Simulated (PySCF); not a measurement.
## Spin-orbit coupling and the first ionisation energy along the 3d series

Two-component X2C-1e calculated with PySCF 2.14: MP2 on generalised Hartree-Fock spinors (GMP2), with spin-orbit coupling off and on (screened by Boettger's factors); no Breit or QED terms. Values in eV; the references (NIST) lie between the lowest levels. Elements whose determinants are no pure J levels are left out.

| element | configurations | spin-free | with spin-orbit | shift | reference |
| --- | --- | --- | --- | --- | --- |
| Cr (x2c-QZVPPall-2c, [Ne] frozen) | [Ar] 3d5 4s1 → [Ar] 3d5 | 6.760 | 6.760 | 0.000 | 6.767 |
| Mn (x2c-QZVPPall-2c, [Ne] frozen) | [Ar] 3d5 4s2 → [Ar] 3d5 4s1 | 7.151 | 7.151 | 0.000 | 7.434 |
| Fe (x2c-QZVPPall-2c, [Ne] frozen) | [Ar] 3d6 4s2 → [Ar] 3d6 4s1 | 7.642 | 7.641 | -0.001 | 7.902 |
| Co (x2c-QZVPPall-2c, [Ne] frozen) | [Ar] 3d7 4s2 → [Ar] 3d8 | 7.104 | 7.115 | 0.010 | 7.881 |
| Ni (x2c-QZVPPall-2c, [Ne] frozen) | [Ar] 3d8 4s2 → [Ar] 3d9 | 6.579 | 6.629 | 0.050 | 7.640 |
| Cu (x2c-QZVPPall-2c, [Ne] frozen) | [Ar] 3d10 4s1 → [Ar] 3d10 | 7.739 | 7.739 | 0.000 | 7.726 |
| Zn (x2c-QZVPPall-2c, [Ne] frozen) | [Ar] 3d10 4s2 → [Ar] 3d10 4s1 | 9.255 | 9.255 | 0.000 | 9.394 |

The largest shift is at Ni, 0.050 eV, where spin-orbit coupling lowers the species with more electrons by more than the one with fewer (starting occupations 3d3/2^4 3d5/2^4 and 3d3/2^4 3d5/2^5).

What remains against the references is mostly the basis and correlation beyond MP2.
